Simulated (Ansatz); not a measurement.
C$_{2}$H$_{3}$Cl$_{2}$FSi, SMILES `C=C[Si](F)(Cl)Cl`, charge 0, multiplicity 1.

Problem. Give a relaxed structure at PBE0-D4/def2-TZVP (Ansatz 0.2.0). (Best estimate.)

Solution. Ansatz gave: 
Z-matrix (Å, degrees):
```
Si
C 1 1.831
Cl 1 2.032 2 111.7
F 1 1.585 2 109.3 3 119.2
Cl 1 2.031 2 111.7 3 -121.6
C 2 1.330 1 121.9 3 -118.9
H 2 1.087 1 118.6 3 61.0
H 6 1.085 2 121.9 1 -0.0
H 6 1.086 2 121.8 1 180.0
```
Point group Cs.
This is one stationary point; other conformers may exist.
